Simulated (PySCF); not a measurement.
C2H2F3, SMILES FC[C](F)F (connectivity only; charge and spin as stated), charge +1, multiplicity 1.

Geometry: ωB97X-D3(BJ)/def2-SVP. The multiplicity is an assumed one; other spin states were not compared. The isomer is the one that the SMILES or the coordinates give; other isomers of the formula were not compared. One conformer was computed; it need not be the lowest.

Method: TDDFT-PBE/def2-SVPD run with PySCF.

Vertical excitations.  State labels are in the subgroup Cs.

### Question
Estimate the UV-visible absorptions. (Estimate from the structure and the level; the computed values follow.)

### Answer

```json
[
 {"state": "S1", "symmetry": "A'", "energy (eV)": "4.46", "λ (nm)": "278", "f": "0.043", "main pairs": "HOMO→LUMO 98 %"},
 {"state": "S2", "symmetry": "A\"", "energy (eV)": "4.56", "λ (nm)": "272", "f": "0.003", "main pairs": "HOMO−1→LUMO 99 %"},
 {"state": "S3", "symmetry": "A\"", "energy (eV)": "7.58", "λ (nm)": "164", "f": "0.003", "main pairs": "HOMO−2→LUMO 98 %"},
 {"state": "S4", "symmetry": "A\"", "energy (eV)": "7.82", "λ (nm)": "159", "f": "0.000", "main pairs": "HOMO−3→LUMO 98 %"},
 {"state": "S5", "symmetry": "A\"", "energy (eV)": "8.50", "λ (nm)": "146", "f": "0.002", "main pairs": "HOMO−6→LUMO 99 %"},
 {"state": "S6", "symmetry": "A'", "energy (eV)": "8.62", "λ (nm)": "144", "f": "0.126", "main pairs": "HOMO−4→LUMO 96 %"},
 {"state": "S7", "symmetry": "A\"", "energy (eV)": "9.10", "λ (nm)": "136", "f": "0.007", "main pairs": "HOMO→LUMO+1 96 %"},
 {"state": "S8", "symmetry": "A'", "energy (eV)": "9.50", "λ (nm)": "131", "f": "0.010", "main pairs": "HOMO−1→LUMO+1 92 %"},
 {"state": "S9", "symmetry": "A\"", "energy (eV)": "9.62", "λ (nm)": "129", "f": "0.007", "main pairs": "HOMO→LUMO+2 97 %"},
 {"state": "S10", "symmetry": "A'", "energy (eV)": "9.87", "λ (nm)": "126", "f": "0.074", "main pairs": "HOMO−5→LUMO 65 %, HOMO−1→LUMO+2 29 %"},
 {"state": "T1", "symmetry": "A'", "energy (eV)": "3.77", "λ (nm)": "329", "f": "0", "main pairs": "HOMO→LUMO 100 %"},
 {"state": "T2", "symmetry": "A\"", "energy (eV)": "4.16", "λ (nm)": "298", "f": "0", "main pairs": "HOMO−1→LUMO 100 %"},
 {"state": "T3", "symmetry": "A\"", "energy (eV)": "7.13", "λ (nm)": "174", "f": "0", "main pairs": "HOMO−2→LUMO 99 %"},
 {"state": "T4", "symmetry": "A\"", "energy (eV)": "7.49", "λ (nm)": "166", "f": "0", "main pairs": "HOMO−3→LUMO 99 %"}
]
```
Triplets are in the Tamm–Dancoff approximation, which puts them higher than full response would, so one can lie above its singlet here.
